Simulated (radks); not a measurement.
Values are calculated unless marked as measured or tabulated.
Valence configurations of Nb IV (all share [Kr]). Level of theory: Dirac Kohn-Sham, LDA (Slater exchange, Perdew-Wang correlation), spin-unpolarised, spherical densities, finite nucleus; open shells fill j = l - 1/2 first; Fermi nuclear charge, rms radius 4.324 fm (a radial shooting solver on a logarithmic mesh with Libxc functionals). Energies are relative to 4d2; eigenvalues in eV.

valence          E (eV)  e(4d3/2)  e(5p1/2)  e(5s1/2)
4d2               0.000   -30.887         -         -
4d1 5p1          11.528   -34.902   -22.417         -
4d1 5s1           5.770   -34.083         -   -27.637
5s2              12.993         -         -   -29.313
4d1.5 5p0.5       5.540   -32.900   -21.410         -
4d0.5 5s1 5p0.5  12.128   -36.110   -22.858   -28.756
4d1.5 5s0.5       2.724   -32.482         -   -26.733
4d0.5 5s0.5 5p1  15.081   -36.512   -23.102   -29.014

NIST lists [Kr] 4d2 as the ground configuration; this level of theory agrees among the configurations tried. The energies are those of spherical spin-averaged densities, not of single terms.
